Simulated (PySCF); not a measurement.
**NMR parameters from quadrupole coupling constants**

Compound: C7H3N4 (charge -1).
Cartesian coordinates in Å at the GFN2-xTB level; atoms count from 1:
```xyz
14
C7H3N4 angstrom
N     -0.6030    3.6470    0.0726
C     -0.4555    2.5043    0.0511
C     -0.3333    1.1087    0.0228
C     -1.4733    0.3106    0.0008
C     -1.3939   -1.0812   -0.0316
C     -0.1809   -1.7408   -0.0416
C      0.9782   -0.9754   -0.0183
N      2.2933   -1.2928   -0.0198
N      2.9553   -0.1652    0.0081
N      2.1867    0.9044    0.0284
C      0.9173    0.4644    0.0135
H     -2.4460    0.7891    0.0085
H     -2.3154   -1.6519   -0.0497
H     -0.1303   -2.8218   -0.0672
```

Computed at PBE0/pcSseg-1 (PySCF, non-relativistic):

```tsv
atom	environment	nucleus	spin I	Q (b)	CQ = χzz (MHz)	η
N1	nitrile nitrogen	14N	1	0.02044	-4.184	0.170
N8	two-coordinate ring nitrogen	14N	1	0.02044	-4.407	0.390
N9	ring nitrogen	14N	1	0.02044	-5.767	0.081
N10	ring nitrogen	14N	1	0.02044	-4.451	0.436
```

Q: Work back to Vxx, Vyy and Vzz; CQ/MHz = 234.96 (Q/b)(Vzz/au).

A: The tensor is traceless, so η fixes the two smaller values:

```csv
atom,Vxx (au),Vyy (au),Vzz (au),Vzz (10²¹ V/m²)
N1,0.361,0.510,-0.871,-8.47
N8,0.280,0.638,-0.918,-8.92
N9,0.552,0.649,-1.201,-11.67
N10,0.262,0.665,-0.927,-9.01
```

Q: PQ = |CQ|√(1 + η²/3), νQ = 3|CQ|/[2I(2I − 1)], ν0 = |g|·7.62259 MHz/T·B with g(14N) = 0.40376: values at 18.8 T?

A: 
```tsv
atom	PQ (MHz)	νQ (MHz)	ν0 (MHz)	νQ/ν0
N1	4.204	6.276	57.86	0.108
N8	4.517	6.611	57.86	0.114
N9	5.774	8.651	57.86	0.150
N10	4.590	6.677	57.86	0.115
```

For N1: PQ = 4.184 × 1.0048, νQ = 4.184 × 1.5000, ν0 = 3.0777 MHz/T × 18.8 T.

Q: A static spin 1 shows, to first order, a doublet split by νQ with the field along z of the gradient, and by (3/4)|CQ|(1 + η) and (3/4)|CQ|(1 − η) along y and x. Give the last two for 14N.

A: N1: 3.672 and 2.604 MHz; N8: 4.594 and 2.017 MHz; N9: 4.674 and 3.977 MHz; N10: 4.792 and 1.885 MHz.

Q: In the extreme-narrowing limit, with isotropic tumbling and one correlation time, the quadrupolar linewidth goes as PQ². What relative widths follow for the 14N sites?

A: N9 1, N10 0.63, N8 0.61, N1 0.53, with N9 as 1.

The couplings are those of the rigid, isolated species; surroundings and motion change them. The pcSseg-1 basis has no diffuse functions, a weakness for an anion. GFN2-xTB bond lengths can be off by several hundredths of an ångström, more for odd bonds, and the gradients follow them. A larger basis could move these couplings by a tenth or more.

The run behind these numbers computed NMR shieldings as well. Rough CPU time on one thread of a shared machine: about 90 s.
